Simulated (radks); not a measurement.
Results of a calculation; reference values are marked as such.
Question: Valence configurations of I2+ (all share [Kr]). Code: a radial shooting solver on a logarithmic mesh with Libxc functionals. Model: Dirac Kohn-Sham, PBE, spin-unpolarised, spherical densities, finite nucleus; open shells fill j = l - 1/2 first; Fermi nuclear charge, rms radius 4.75 fm. Order these by energy: 4d8 5s1 5p6; 4d8 5s2 5p5; 4d9.5 5s2 5p3.5; 4d10 5s1.5 5p3.5; 4d10 5s2 5p3; 4d9 5s2 5p4; 4d10 5p5; 4d10 5s1 5p4.

Answer: From the lowest, in eV above it: 4d10 5s2 5p3 0.000; 4d10 5s1.5 5p3.5 5.955; 4d10 5s1 5p4 11.947; 4d9.5 5s2 5p3.5 23.469; 4d10 5p5 24.044; 4d9 5s2 5p4 48.263; 4d8 5s2 5p5 101.84; 4d8 5s1 5p6 115.23. NIST lists [Kr] 4d10 5s2 5p3 as the ground configuration; this level of theory agrees among the configurations tried. The energies are those of spherical spin-averaged densities, not of single terms.
